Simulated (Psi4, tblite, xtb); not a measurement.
Intermolecular potential of BF3 ··· Br2 (SMILES FB(F)F and BrBr). Monomers: optimised at B3LYP-D3(BJ) (def2-TZVP), held rigid. Orientation: lowest of the rigid-body minima from ten starts at GFN2-xTB. The monomers approach along the line of their centres of mass (distance R); nothing else relaxes.

Geometry at R = 3.86 Å (first 4 atoms: monomer A):
```
6

F      1.1415    -0.4613     0.4626
B     -0.0001     0.0001     0.0001
F     -0.9157    -0.8348    -0.4417
F     -0.2257     1.2961    -0.0209
Br     0.3512    -3.8804     1.0486
Br     1.1506    -3.6957    -1.1169
```

Computed with: PBE-D3(BJ)/def2-TZVP, counterpoise-corrected (Psi4); revPBE/def2-TZVP, counterpoise-corrected (Psi4); HF/aug-cc-pVDZ, counterpoise-corrected (Psi4); GFN2-xTB (tblite); GFN1-xTB (xtb).

Interaction energies in kcal/mol (negative: bound); R is the distance of the centres of mass, d the F1···Br5 distance.

```tsv
R / Å	d / Å	PBE-D3(BJ)/def2-TZVP	revPBE/def2-TZVP	HF/aug-cc-pVDZ	GFN2-xTB	GFN1-xTB
3.30	3.06	3.02	7.63	6.89	-0.07	0.90
3.47	3.21	0.97	4.81	4.11	-1.09	-0.02
3.68	3.40	-0.28	2.72	2.16	-1.65	-0.46
3.86	3.56	-0.73	1.66	1.25	-1.77	-0.58
4.10	3.77	-0.88	0.85	0.61	-1.65	-0.58
4.24	3.90	-0.86	0.56	0.41	-1.53	-0.56
4.56	4.20	-0.68	0.20	0.18	-1.22	-0.47
4.85	4.47	-0.50	0.06	0.11	-0.96	-0.39
5.38	4.97	-0.26	0.00	0.06	-0.61	-0.25
6.03	5.59	-0.10	0.01	0.04	-0.34	-0.14
7.04	6.56	-0.03	0.02	0.02	-0.14	-0.06
8.37	7.86	-0.01	0.01	0.01	-0.05	-0.02
```

Lowest grid point: PBE-D3(BJ)/def2-TZVP -0.88 kcal/mol at R = 4.10 Å; revPBE/def2-TZVP 0.00 kcal/mol at R = 5.38 Å; HF/aug-cc-pVDZ 0.01 kcal/mol at R = 8.37 Å; GFN2-xTB -1.77 kcal/mol at R = 3.86 Å; GFN1-xTB -0.58 kcal/mol at R = 4.10 Å.
